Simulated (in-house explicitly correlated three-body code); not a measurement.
Computed with an exponentially correlated three-body code. Model: two electrons around a point charge, non-relativistic, variational in 260 exponentially correlated functions (energies converged to about 1e-7 hartree, or 1e-8 relative for large Z).

Command:
```bash
python run_hyl.py task.json out
```
Settings (lengths in bohr, energies in hartree):
```
Z                      5
nuclear_mass           206.7683
interaction_strength   1
functions              260
states_tried           13
```

Cost of the run: 21 s on 1 thread of Intel(R) Xeon(R) 6975P-C (Granite Rapids) (shared host).

**Those bound S and P states to n = 4 that converged, binding against the one-electron ion.**

Given: nuclear charge 5; mass of the centre 206.77 electron masses.

Computed: one-electron threshold -12.4398368 hartree.

```csv
term,energy (hartree),binding (eV)
1 1S,-21.9223825,258.03
2 3S,-14.6628107,60.49
2 3P,-14.5091144,56.308
2 1S,?,?
2 1P,-14.4021421,53.397
3 3S,-13.3883127,25.809
3 1S,-13.3473973,24.696
3 3P,-13.3470069,24.685
3 1P,-13.3168337,23.864
4 3S,-12.9636266,14.253
4 1S,-12.9470931,13.803
4 3P,?,?
4 1P,-12.9343373,13.456
```

Q: What belongs in the row 2 1S?

A: energy (hartree): -14.508187; binding (eV): 56.283.

Q: What belongs in the row 4 3P?

A: energy (hartree): -12.9468184; binding (eV): 13.796.

**Converged states only, values per electron or pair.**

```csv
term,mean r (bohr),mean r squared (bohr²),mean inverse r (1/bohr),mean r12 (bohr),mean inverse r12 (1/bohr),mean cosine,mean p1 dot p2 (bohr⁻²),delta r1 (bohr⁻³),delta r12 (bohr⁻³)
1 1S,0.32616,0.14338,4.6648,0.48435,2.8033,-0.02459,0.50824,34.256,3.2706
2 3S,0.8312,1.139,3.0163,1.4087,0.83732,-0.0074848,0.032525,21.282,-
2 3P,0.75036,0.92634,2.9988,1.264,0.96928,-0.065636,-1.2778,19.363,-
2 1S,0.8772,1.2914,2.9948,1.4881,0.93139,-0.011085,0.026046,21.103,0.49939
2 1P,0.78925,1.0379,2.9798,1.3048,0.99322,0.032368,1.1167,19.663,0.10708
3 3S,?,?,?,?,?,?,?,?,-
3 1S,1.8037,6.269,2.712,3.3226,0.42524,-0.0033895,0.0054765,20.041,0.14647
3 3P,1.6792,5.4468,2.7128,3.0807,0.43379,-0.016314,-0.31032,19.548,-
3 1P,1.7346,5.8414,2.7077,3.1827,0.44303,0.0085105,0.29971,19.618,0.035719
4 3S,?,?,?,?,?,?,?,?,-
4 1S,3.1078,19.739,2.6136,5.9237,0.24185,-0.001397,0.0011876,19.789,0.061288
4 3P,2.9844,18.279,2.6139,5.6796,0.24514,-0.0064358,-0.12288,19.584,-
4 1P,3.0577,19.232,2.6118,5.8227,0.24926,0.0034755,0.12136,19.612,0.015623
```

Q: What belongs in the row 3 3S?

A: mean r (bohr): 1.7357; mean r squared (bohr²): 5.7641; mean inverse r (1/bohr): 2.7177; mean r12 (bohr): 3.1897; mean inverse r12 (1/bohr): 0.4005; mean cosine: -0.0022835; mean p1 dot p2 (bohr⁻²): 0.0059573; delta r1 (bohr⁻³): 20.078.

Q: What belongs in the row 4 3S?

A: mean r (bohr): 3.017; mean r squared (bohr²): 18.542; mean inverse r (1/bohr): 2.6159; mean r12 (bohr): 5.7434; mean inverse r12 (1/bohr): 0.23196; mean cosine: -0.0009186; mean p1 dot p2 (bohr⁻²): 0.0011664; delta r1 (bohr⁻³): 19.802.
